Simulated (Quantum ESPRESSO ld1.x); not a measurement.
These are the eigenvalues of the occupied orbitals of an atom or ion with whole-number occupations (hartree). Method: non-relativistic Kohn-Sham, LDA (Slater exchange, Perdew-Wang correlation), spin-polarised, spherical densities, point nucleus; computed with ld1.x of Quantum ESPRESSO 7.5.

1s up: -136.099
1s down: -135.932
2s up: -27.9100
2s down: -27.6206
2p up: -26.4232

Which element is it, and in what charge state? The configuration may be excited. Open shells, if any, are filled with parallel spins first.

Answer. Z = 18, argon, charge +13: Ar13+ in [He] 2s2 2p1. The list shows which subshells hold electrons but not how many an open one holds; the 1s level, -136.1 hartree, gives Z - s = 16.5 by -(Z - s)^2/2, which with screening narrows Z to a few neighbours, and the depths of the outer levels then fix element, charge and occupations together.
